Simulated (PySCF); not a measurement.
**Polarisability of `N#CC[S+]1CCCC1`**

Compound: C6H10NS (charge +1).
Structure used (GFN2-xTB), in Å, numbered top down from 1:
```xyz
18
C6H10NS angstrom
N      1.4174    2.2145   -0.9933
C      1.7831    1.2662   -0.4758
C      2.1903    0.0520    0.1773
S      0.7564   -1.0033    0.6450
C     -0.4174    0.1946    1.3860
C     -1.3787    0.6146    0.2828
C     -1.5724   -0.6066   -0.6070
C     -0.1785   -1.1215   -0.9299
H      2.8262   -0.5442   -0.4822
H      2.7390    0.2725    1.0964
H      0.1340    1.0221    1.8263
H     -0.9260   -0.3572    2.1768
H     -0.9652    1.4423   -0.2941
H     -2.3215    0.9444    0.7163
H     -2.1509   -1.3709   -0.0864
H     -2.0971   -0.3525   -1.5268
H      0.3194   -0.4997   -1.6728
H     -0.1669   -2.1611   -1.2503
```

Level: PBE0/def2-SVPD (PySCF), static field, nuclei fixed, core orbitals frozen in the response. The polarisability tensor in these axes (au):

```
x   88.62  1.30  1.00
y    1.30 82.42 -2.32
z    1.00 -2.32 76.02
```

Task: Diagonalise the tensor; give its mean and Δα, where Δα² is half the sum of the squared differences of the eigenvalues.

Result: Principal values 75.13, 83.03 and 88.91 au; mean 82.36 au = 12.20 Å³ = 13.58 × 10⁻⁴⁰ C²·m²/J; Δα = 11.98 au (15 % of the mean).

Task: Along which axes do the principal values lie, and how far do the nuclei extend along each?

Result: Largest value along (0.98, 0.18, 0.04), where the nuclei span 5.15 Å; middle along (-0.16, 0.93, -0.33), 3.74 Å; least along (-0.10, 0.32, 0.94), 3.88 Å. 

Task: Rayleigh depolarisation ratio (linearly polarised light, static tensor)?

Result: ρ = 3Δα²/(45ᾱ² + 4Δα²) = 430.2/(305214 + 573.6) = 0.00141.

Task: What are the principal values of the traceless quadrupole moment, Θ = ½Σq(3rr − r²1), about the centre of nuclear charge?

Result: -17.14, 2.96, 14.18 D·Å. The values depend on the origin, since the species is charged. The electronic extent ⟨r²⟩ about the same centre is 1025 bohr², a root-mean-square distance of 2.05 Å for the 68 electrons.

Task: Form Σ f/ω² (atomic units) for the 8 lowest TDDFT singlets, given as eV and f, and set it beside the mean polarisability, which is this sum over all singlets: 6.72, 0.0012; 6.93, 0.0494; 7.30, 0.0015; 7.32, 0.0061; 7.54, 0.0223; 7.82, 0.0063; 7.88, 0.0266; 7.97, 0.0178.

Result: They add up to 1.78 au, 2.2 % of the 82.36 au; the largest single term is 0.76 au, from the state at 6.93 eV. Terms in order: 0.02, 0.76, 0.02, 0.08, 0.29, 0.08, 0.32, 0.21 au. Higher excitations give the rest. The strengths listed sum to 0.131.

One conformer (not necessarily the lowest) at the GFN2-xTB geometry, without solvent, vibrations or thermal averaging.
